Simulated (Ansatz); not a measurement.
Z-matrix (Å, degrees):
```
Si
B 1 1.948
Ge 1 2.496 2 52.9
H 1 1.484 2 112.7 3 -76.8
H 1 1.488 2 131.1 3 126.8
F 2 1.316 1 137.7 3 -136.8
H 3 1.537 1 131.5 2 98.8
H 3 1.531 1 102.4 2 -127.4
```

The species carries charge 0 and has multiplicity 1.

Q: List the CAM-B3LYP/def2-TZVPP orbital energies in eV (the Gaussian-basis code of Ansatz). (An estimate is asked.)

A: The calculation gave: Occupied: -10852.08, -1801.04, -1356.37, -1207.34, -1207.30, -1207.29, -674.26, -187.65, -171.14, -145.66, -121.49, -121.40, -121.37, -101.02, -100.96, -100.94, -35.63, -35.02, -35.00, -34.97, -34.93, -34.91, -18.83, -17.03, -15.96, -14.88, -14.74, -12.95, -11.90, -11.01, -8.34, -7.91. Lowest empty: -0.83, 0.21, 1.04, 1.40, 2.19, 2.68, 3.28, 3.42.
